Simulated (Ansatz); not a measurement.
Reaction (redistribution): `[CH3][Ge]([OH])([OH])[OH]` + `C[O][Sn][F]` → `C[O][Ge]([CH3])([OH])[OH]` + `[OH][Sn][F]`

Calculated with Ansatz (gas phase, PBE0-D4/def2-TZVP geometries, no zero-point term in ΔE). CBS: MP2 limit from def2 TZ/QZ plus the TZ coupled-cluster correction, frozen cores. Functionals use def2-TZVPP. Elements past krypton have def2 core potentials. For Ge, Sn outer-core shells are correlated without core-valence functions, which leaves a few kJ/mol of doubt a bond. Scalar relativity is left out up to krypton. Each species was taken in one conformer, which may not be the lowest.

`[CH3][Ge]([OH])([OH])[OH]`:

Cartesian coordinates in Å:
```
C 1.297 0.268 0.989
Ge -0.210 -0.043 -0.160
O -1.200 1.417 -0.342
O -1.261 -1.321 0.479
O 0.304 -0.542 -1.783
H 0.963 0.753 1.906
H 1.771 -0.682 1.236
H 2.017 0.909 0.482
H -1.358 1.614 -1.269
H -2.175 -1.028 0.518
H -0.147 -1.344 -2.057
```

`C[O][Sn][F]`:

```xyz
7

C    -0.116    0.717    0.458
O    -1.001   -0.148   -0.213
Sn   -0.577   -1.767   -1.229
F     1.354   -1.690   -0.955
H     0.927    0.392    0.383
H    -0.198    1.725    0.038
H    -0.389    0.771    1.518
```

`C[O][Ge]([CH3])([OH])[OH]`:

Cartesian coordinates in Å:
```
C -0.401 1.997 -0.436
O 0.576 1.193 0.183
Ge 0.498 -0.575 0.045
C -1.044 -1.379 0.868
O 2.027 -1.065 0.780
O 0.475 -1.045 -1.661
H -1.387 1.877 0.031
H -0.101 3.042 -0.324
H -0.497 1.778 -1.505
H -0.919 -2.461 0.883
H -1.154 -1.014 1.889
H -1.940 -1.135 0.296
H 2.539 -0.292 1.034
H 1.328 -0.920 -2.085
```

`[OH][Sn][F]`:

```xyz
4

O    -0.056   -0.113   -0.937
Sn   -0.315    0.527    0.908
F     0.937   -0.749    1.646
H    -0.566    0.336   -1.617
```

```json
{"level": "r2SCAN-D4", "ΔE (kJ/mol)": "11.6"}
{"level": "PBE0-D4", "ΔE (kJ/mol)": "12.1"}
{"level": "ωB97M-V", "ΔE (kJ/mol)": "11.3"}
{"level": "HF/def2-TZVPP", "ΔE (kJ/mol)": "10.7"}
```

(1) What does CCSD(T)/CBS give? (An estimate is asked.)

Largest T1 diagnostic among the species: 0.018.

## Answers

(1) Computed: +10.8 kJ/mol. The listed levels differ from it by 0.8, 1.3, 0.5, -0.1 kJ/mol.
